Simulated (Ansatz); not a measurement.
Start from `C[SiH2][GeH2][Cl]` and change one atom or group to get `C[SiH2][GeH2][PH2]`.

Ansatz, PBE0-D4/def2-TZVP geometries, multiplicity 1. Each molecule was computed in one conformer, which needn't be the lowest.

Scalar relativity is left out up to krypton.

```tsv
property	`C[SiH2][GeH2][Cl]`
LUMO energy (ωB97M-V/def2-TZVPP) / eV	1.22
LUMO energy (PBE0/def2-TZVPP) / eV	-0.58
size of the dipole moment (PBE/def2-TZVPP) / D	2.17
HOMO energy (ωB97M-V/def2-TZVPP) / eV	-9.96
size of the dipole moment (ωB97M-V/def2-TZVPP) / D	2.31
HOMO–LUMO gap (PBE/def2-TZVPP) / eV	5.29
```

**Question.** Give the same properties after the change, and the shifts. (Best estimate.)

**Answer.** Computed: 
```json
{"property": "LUMO energy (ωB97M-V/def2-TZVPP) / eV", "`C[SiH2][GeH2][PH2]`": "1.55", "shift": "0.33"}
{"property": "LUMO energy (PBE0/def2-TZVPP) / eV", "`C[SiH2][GeH2][PH2]`": "-0.11", "shift": "0.47"}
{"property": "size of the dipole moment (PBE/def2-TZVPP) / D", "`C[SiH2][GeH2][PH2]`": "1.27", "shift": "-0.90"}
{"property": "HOMO energy (ωB97M-V/def2-TZVPP) / eV", "`C[SiH2][GeH2][PH2]`": "-9.45", "shift": "0.51"}
{"property": "size of the dipole moment (ωB97M-V/def2-TZVPP) / D", "`C[SiH2][GeH2][PH2]`": "1.22", "shift": "-1.09"}
{"property": "HOMO–LUMO gap (PBE/def2-TZVPP) / eV", "`C[SiH2][GeH2][PH2]`": "5.40", "shift": "0.11"}
```

With PBE0 the HOMO rises by 0.52 eV and the LUMO rises by 0.47 eV, so the gap narrows by about 0.05 eV. PBE moves the HOMO by 0.40 eV and ωB97M-V by 0.51 eV. Dipoles are sizes alone; their direction can turn.

Positive LUMOs are unbound, so they and the gaps depend on the basis.
